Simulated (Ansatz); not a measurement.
`[SiH3][SiH2][SiH2][GeH3]` + HCl → `Cl[SiH2][GeH3]` + `[SiH3][SiH3]` at 600 K and 1 bar (cleavage of the Si–Si bond).

Calculated with Ansatz (gas phase, PBE0-D4/def2-TZVP geometries, no zero-point term in ΔE). CCSD(T)/CBS is the MP2 limit (def2-TZVPP, def2-QZVPP) plus CCSD(T) − MP2 in def2-TZVPP, frozen cores. This one scheme is used for every species. For Ge outer-core shells are correlated without core-valence functions, which leaves a few kJ/mol of doubt a bond. Scalar relativity is left out up to krypton. Each species was taken in one conformer, which may not be the lowest.

```json
{"species": "`[SiH3][SiH2][SiH2][GeH3]`", "CCSD(T)/CBS energy (Eh)": "-2949.34842", "H − E (kJ/mol)": "304.8", "S (J/(mol·K))": "564.9"}
{"species": "HCl", "CCSD(T)/CBS energy (Eh)": "-460.38127", "H − E (kJ/mol)": "35.4", "S (J/(mol·K))": "207.2"}
{"species": "`Cl[SiH2][GeH3]`", "CCSD(T)/CBS energy (Eh)": "-2828.01436", "H − E (kJ/mol)": "162.9", "S (J/(mol·K))": "414.1"}
{"species": "`[SiH3][SiH3]`", "CCSD(T)/CBS energy (Eh)": "-581.74359", "H − E (kJ/mol)": "174.5", "S (J/(mol·K))": "343.9"}
```

H − E and S are ideal-gas, rigid-rotor, harmonic terms from PBE0-D4/def2-TZVP, for one conformer and one mirror image of each species. 1 Eh = 2625.50 kJ/mol, R = 8.31446 J/(mol·K).

Task: By hand: ΔE, ΔH, ΔS and ΔG.

Result: ΔE = (-2828.01436) + (-581.74359) − (-2949.34842) − (-460.38127) = -0.02826 Eh = -74.2 kJ/mol. Δ(H − E) = 162.9 + 174.5 − 304.8 − 35.4 = -2.8, so ΔH = -77.0 kJ/mol. ΔS = 414.1 + 343.9 − 564.9 − 207.2 = -14.1 J/(mol·K). ΔG = -77.0 − 600 × (-14.1)/1000 = -68.5 kJ/mol.

Task: By hand: the equilibrium constant, and the temperature at which ΔG would vanish if ΔH and ΔS stayed fixed.

Result: log₁₀ K = −ΔG/(RT ln 10) = 6.0. ΔG = 0 at ΔH/ΔS = 5461 K, far beyond where these terms or the molecules hold.

The number of gas molecules stays the same, so ΔS is small and ΔH decides. A doubt of 5 kJ/mol in ΔE shifts log₁₀ K by 0.4 here. Other conformers and mirror images would add mixing entropy, several J/(mol·K) or more a flexible species. Modes under 60 cm⁻¹, often nearly free rotors, make the harmonic entropy too high. These are equilibria of isolated gas molecules and say nothing of rates. Largest T1 diagnostic: 0.013 (customary marks: 0.02 for closed shells, 0.045 for open ones).
